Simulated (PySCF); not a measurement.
Level of theory: PySCF, PBE0, basis Be def2-TZVP, F def2-TZVP (no relativity, density fitting). Open shells, if any, are unrestricted.

Problem. What shape and geometry does isolated singlet BeF2 take (every ligand bound to Be)?

Solution. Counting electrons, beryllium keeps none of its valence electrons outside its bonds, so the VSEPR class is AX2 and the expected shape is linear (D∞h), as computed. The lowest minimum found is a singlet of D∞h symmetry with Be–F 1.378 Å (×2); F–Be–F 180.0°. Its harmonic wavenumbers are 343 (πu), 725 (σg+), 1572 (σu+) cm⁻¹ and its dipole moment is 0.00 D.
